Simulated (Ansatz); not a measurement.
Consider the isomerisation: `O=C=C[SiH3]` → `C1=C[SiH2]O1`.

Computed with Ansatz on PBE0-D4/def2-TZVP structures; ΔE is electronic, products minus reactants. CCSD(T)/CBS is the MP2 limit (def2-TZVPP, def2-QZVPP) plus CCSD(T) − MP2 in def2-TZVPP, frozen cores. Functionals use def2-TZVPP.

| level | ΔE (eV) |
| --- | --- |
| r2SCAN-D4 | -0.09 |
| r2SCANh-D4 | -0.13 |
| BHLYP-D4 | -0.15 |
| revPBE | 0.04 |
| CAM-B3LYP | -0.13 |
| HF/def2-SVP | 0.14 |
| HF/CBS(def2) | -0.05 |
| CCSD/CBS(def2) | -0.30 |

What does CCSD(T)/CBS give? (Estimate.)

The calculation gave: -0.29 eV. The listed levels differ from it by 0.20, 0.16, 0.14, 0.33, 0.16, 0.43, 0.24, -0.01 eV.

What do rigid-rotor, harmonic-oscillator terms from PBE0-D4/def2-TZVP frequencies (298.15 K, 1 bar) make of the CCSD(T)/CBS value? (An estimate is asked.)

The calculation gave: ΔZPE = +0.12 eV, ΔH = -0.20 eV, ΔS = -26 J/(mol·K), ΔG = -0.12 eV.

Largest T1 diagnostic among the species: 0.016.

At CCSD(T), def2-SVP lies +0.37 eV from the extrapolated value and def2-TZVPP +0.08 eV. In def2-TZVPP, CCSD(T) changes the Hartree–Fock value by −0.18 eV (the triples alone add +0.01 eV) and MP2 by −0.18 eV.
